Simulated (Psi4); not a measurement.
A dimer, CO2 ··· COS (SMILES O=C=O and O=C=S); the first 3 atoms form monomer A.

```
6

O     -1.1597     0.0007     0.0000
C      0.0000     0.0000     0.0000
O      1.1597    -0.0007     0.0000
O      2.8836    -3.0303     4.1782
C      2.8278    -2.0303     3.6020
S      2.7524    -0.6783     2.8231
```

**Question.** What interaction energy does SAPT0/jun-cc-pVDZ, frozen core run with Psi4 give, and which attractive term is the largest?

**Answer.** Total -0.12 kcal/mol: electrostatics -0.72, exchange 1.63, induction -0.15, dispersion -0.87. The most attractive term is dispersion.
